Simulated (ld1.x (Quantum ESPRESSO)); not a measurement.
Logarithmic derivatives: C, ultrasoft

- Element: carbon (C)
- Generator: ld1.x (Quantum ESPRESSO) 7.5
- Type: ultrasoft
- Functional: LDA (PZ)
- Relativity: scalar-relativistic
- Frozen core: [He]
- Valence charge: 4
- Reference configuration: 2s2 2p0.5 (charge +1.5)
- Partial waves: 2s (bound): rcut 0.85, rcutus 1.10 bohr; 2s channel at -1.75 Ry: rcut 0.85, rcutus 1.10 bohr; 2p (bound): rcut 1.65, rcutus 1.95 bohr; 2p channel at -0.95 Ry: rcut 1.65, rcutus 1.95 bohr; 3d channel at 0.2 Ry: rcut 1.15, rcutus 1.50 bohr; 3d channel at 2.5 Ry: rcut 1.15, rcutus 1.50 bohr
- Local potential: all-electron potential smoothed inside 1.25 bohr (lloc = -1)
- Core correction: a·sin(br)/r model core inside 0.90 bohr
- Augmentation charge: PSQ, inside the norm-conserving radii

The phase is arctan(r·u′/u) with u = r·R(r), unwrapped; energies in Ry, scanned from -4 to 5 Ry. A pole is an energy at which the radial function vanishes at the test radius. The pseudo phase is shifted by a multiple of π to meet the all-electron one at the reference energy, and phase errors are pseudo minus all-electron; the curves can meet again beyond the range given. Levels narrower than the energy grid can be missing from the lists of poles.

Question: For each channel, where are the poles, and over which energies does the pseudopotential scatter like the atom?

Answer:

| channel | radius (bohr) | reference energy (Ry) | poles, all-electron | poles, pseudo | unbroken range about the reference energy with phases within 0.05 rad | phase error 1 Ry above the reference energy (rad) |
| --- | --- | --- | --- | --- | --- | --- |
| s | 2.15 | -2.40 | -1.69 | -1.69 | the whole range | -0.000 |
| p | 2.15 | -1.77 | -1.17 | -1.17 | the whole range | -0.000 |
| d | 2.15 | 0.20 | 3.21 | 3.21 | the whole range | +0.000 |

Phases in the d channel:

```tsv
E (Ry)	all-electron	pseudo
-4.00	1.325	1.325
-3.76	1.316	1.316
-3.52	1.307	1.307
-3.28	1.296	1.296
-3.04	1.285	1.285
-2.80	1.272	1.272
-2.56	1.257	1.257
-2.32	1.240	1.240
-2.08	1.220	1.220
-1.84	1.196	1.196
-1.60	1.167	1.167
-1.36	1.133	1.133
-1.12	1.089	1.089
-0.88	1.032	1.032
-0.64	0.957	0.957
-0.40	0.852	0.852
-0.16	0.699	0.699
0.08	0.471	0.471
0.32	0.138	0.138
0.56	-0.272	-0.272
0.80	-0.649	-0.648
1.04	-0.922	-0.921
1.28	-1.105	-1.105
1.52	-1.229	-1.229
1.76	-1.318	-1.318
2.00	-1.384	-1.384
2.24	-1.436	-1.436
2.48	-1.478	-1.478
2.72	-1.512	-1.512
2.96	-1.543	-1.543
3.20	-1.570	-1.570
3.44	-1.594	-1.594
3.68	-1.617	-1.618
3.92	-1.640	-1.640
4.16	-1.662	-1.662
4.40	-1.685	-1.685
4.64	-1.709	-1.709
4.88	-1.735	-1.735
```
